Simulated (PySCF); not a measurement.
C2H4F, SMILES C[CH]F, multiplicity 2. Atoms are numbered in the order given.

```xyz
7

C     -1.1520     0.1680    -0.3059
C      0.3055     0.3778    -0.2222
F      0.9904    -0.5518     0.4841
H     -1.5972     0.9206    -0.9577
H     -1.6367     0.2429     0.6785
H     -1.3846    -0.8219    -0.7074
H      0.7837     1.3493    -0.2020
```
Charge 0, spin multiplicity 2.

The structure is a stationary point at B3LYP-D3(BJ)/def2-TZVP. The isomer is the one that the SMILES or the coordinates give; other isomers of the formula were not compared.

Method: B3LYP-D3(BJ)/def2-TZVP (PySCF 2.14.0).

Harmonic, unscaled wavenumbers; measured fundamentals usually lie a few per cent lower.

Computed vibrational spectrum:
| mode | ν (cm⁻¹) | IR (km/mol) | moving atoms (share of kinetic energy) |
|---|---|---|---|
| 1 | 189 | 0.8 | H 85 %, C 9 % |
| 2 | 409 | 4.0 | C 39 %, H 32 %, F 29 % |
| 3 | 537 | 28.6 | H 74 %, C 21 % |
| 4 | 913 | 16.5 | H 43 %, C 38 %, F 19 % |
| 5 | 1019 | 1.8 | H 70 %, C 30 % |
| 6 | 1133 | 9.8 | C 61 %, H 39 % |
| 7 | 1183 | 107.2 | C 45 %, H 29 %, F 26 % |
| 8 | 1362 | 21.3 | H 76 %, C 23 % |
| 9 | 1418 | 28.5 | H 70 %, C 29 % |
| 10 | 1459 | 8.4 | H 96 % |
| 11 | 1481 | 2.7 | H 96 % |
| 12 | 2962 | 26.0 | H 95 % |
| 13 | 3049 | 12.6 | H 93 % |
| 14 | 3106 | 9.8 | H 91 %, C 9 % |
| 15 | 3178 | 21.3 | H 92 %, C 8 % |
